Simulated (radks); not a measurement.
Isoelectronic series with 20 electrons, all held in the configuration [Ar] 4s2, which need not be the ground one along the series. Method: scalar-relativistic Kohn-Sham, PBE, spin-polarised, spherical densities, point nucleus; computed with a radial shooting solver on a logarithmic mesh with Libxc functionals. Total energies (hartree) and orbital eigenvalues (hartree):

| ion | E (hartree) | 4s | 3p | 3s |
|---|---|---|---|---|
| Ca | -680.32517 | -0.13841 | -1.02928 | -1.73059 |
| Sc+ | -763.74840 | -0.41543 | -1.68448 | -2.48207 |
| Ti2+ | -852.35872 | -0.77611 | -2.47648 | -3.37242 |
| Cr4+ | -1045.13869 | -1.71902 | -4.43405 | -5.53247 |
| Mn5+ | -1149.32202 | -2.29528 | -5.59235 | -6.79495 |
| Fe6+ | -1258.71521 | -2.93941 | -6.86794 | -8.17679 |
| Co7+ | -1373.33154 | -3.65061 | -8.25982 | -9.67715 |
| Ni8+ | -1493.18584 | -4.42836 | -9.76735 | -11.29555 |
| Cu9+ | -1618.29433 | -5.27231 | -11.39010 | -13.03175 |
| Zn10+ | -1748.67442 | -6.18226 | -13.12779 | -14.88569 |
| Ga11+ | -1884.34466 | -7.15808 | -14.98027 | -16.85745 |
| Ge12+ | -2025.32469 | -8.19975 | -16.94745 | -18.94717 |
| As13+ | -2171.63519 | -9.30727 | -19.02932 | -21.15511 |
| Se14+ | -2323.29788 | -10.48069 | -21.22592 | -23.48158 |
| Br15+ | -2480.33548 | -11.72012 | -23.53733 | -25.92694 |
| Kr16+ | -2642.77174 | -13.02567 | -25.96366 | -28.49163 |
| Rb17+ | -2810.63141 | -14.39751 | -28.50505 | -31.17610 |
| Sr18+ | -2983.94027 | -15.83580 | -31.16169 | -33.98086 |
| Zr20+ | -3347.01395 | -18.91260 | -36.82146 | -39.95349 |
| Nb21+ | -3536.83558 | -20.55156 | -39.82505 | -43.12257 |
| Mo22+ | -3732.22007 | -22.25790 | -42.94477 | -46.41437 |

Estimate the row of V3+.

Answer. E (hartree) -946.15385; 4s -1.21193; 3p -3.39457; 3s -4.39080.
